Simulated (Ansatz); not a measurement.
Ansatz (a quantum-chemistry and plane-wave program) input (wB97X-V/def2-TZVP):

Ansatz 0.2 input:
```yaml
crystal:
  periodic: [false, false, false]
  atoms:
    - {symbol: Ba, position_ang: [-0.00000000, -0.00000000, -0.28999881]}
    - {symbol: F, position_ang: [0.00000000, 0.00000000, 1.80443702]}
basis:
  gaussian:
    orbitals: def2-TZVP
hamiltonian:
  xc: {name: wB97X-V}
total_charge: 1
relax: {f_tol: 0.003, max_steps: 100}
```

Output:

```
Functional definition: wB97X-V
integrals: 0.05 GiB planned
443 factors; their error is unknown
integrals: 0.08 GiB planned
117 factors; integrals over basis functions are off by at most 3.6e-5 eV
mean field: 0.25 GiB planned
mean field evaluation 1: about -3387.4234 eV, gradient 1.2e2 eV
mean field evaluation 2: about -3142.1668 eV, gradient 2.7e2 eV
mean field evaluation 4: about -3407.2700 eV, gradient 3.5e0 eV
mean field evaluation 8: about -3407.3111 eV, gradient 2.4e-1 eV
mean field evaluation 16: about -3407.3224 eV, gradient 3.8e-5 eV
mean field -3407.32240803 eV, -125.2167889289 hartree, gradient 3.8e-5 eV, S^2 0.000000; 0 other end points of the search recorded, 0 dependent functions left out
the calculation of the forces begins
reference -3407.32240553 eV, -125.2167888370 hartree; 9, 9 occupied and 62, 62 virtual orbitals, 443 factors
relax step   1: F+E_penalty+E_count = -3407.32240803 eV  Δ(F+E_penalty+E_count) = +0.000e0 eV  max|allowed force component| = 1.532e-1 eV/Å  Δτ_max = 0.0000 Å  (27 SCF iters, accepted)
these checks for a lower state are left out or cut short: starts, cluster_reference, orbital_swaps, neighbouring_geometries, increment
integrals: 0.05 GiB planned
443 factors; their error is unknown
integrals: 0.08 GiB planned
117 factors; integrals over basis functions are off by at most 3.6e-5 eV
mean field: 0.25 GiB planned
mean field -3407.32303913 eV, -125.2168121216 hartree, gradient 9.6e-6 eV, S^2 0.000000; 0 other end points of the search recorded, 0 dependent functions left out
the calculation of the forces begins
reference -3407.32303663 eV, -125.2168120297 hartree; 9, 9 occupied and 62, 62 virtual orbitals, 443 factors
relax step   2: F+E_penalty+E_count = -3407.32303913 eV  Δ(F+E_penalty+E_count) = -6.311e-4 eV  max|allowed force component| = 4.010e-2 eV/Å  Δτ_max = 0.0055 Å  (30 SCF iters, accepted)
these checks for a lower state are left out or cut short: starts, cluster_reference, orbital_swaps, neighbouring_geometries, increment
integrals: 0.05 GiB planned
443 factors; their error is unknown
integrals: 0.08 GiB planned
117 factors; integrals over basis functions are off by at most 3.6e-5 eV
mean field: 0.25 GiB planned
mean field evaluation 32: about -3407.3231 eV, gradient 1.0e-5 eV
mean field -3407.32308413 eV, -125.2168137752 hartree, gradient 1.0e-5 eV, S^2 0.000000; 0 other end points of the search recorded, 0 dependent functions left out
the calculation of the forces begins
reference -3407.32308163 eV, -125.2168136833 hartree; 9, 9 occupied and 62, 62 virtual orbitals, 443 factors
relax step   3: F+E_penalty+E_count = -3407.32308413 eV  Δ(F+E_penalty+E_count) = -4.500e-5 eV  max|allowed force component| = 2.073e-4 eV/Å  Δτ_max = 0.0011 Å  (32 SCF iters, accepted)
integrals: 0.05 GiB planned
443 factors; their error is unknown
integrals: 0.08 GiB planned
117 factors; integrals over basis functions are off by at most 3.6e-5 eV
mean field: 0.25 GiB planned
mean field -3407.32308413 eV, -125.2168137752 hartree, gradient 1.6e-5 eV, S^2 0.000000; 1 other end points of the search recorded, 0 dependent functions left out
the calculation of the forces begins
reference -3407.32308163 eV, -125.2168136833 hartree; 9, 9 occupied and 62, 62 virtual orbitals, 443 factors
Total energy: -3407.32308163 eV, -125.2168136833 hartree
Atom 0 at     0.000000     0.000000    -0.285605 Å, force    -0.000000     0.000000    -0.000207 eV/Å
Atom 1 at    -0.000000    -0.000000     1.800043 Å, force    -0.000000    -0.000000     0.000207 eV/Å
Dipole moment:     0.000000    -0.000000    -1.411015 e Å
```
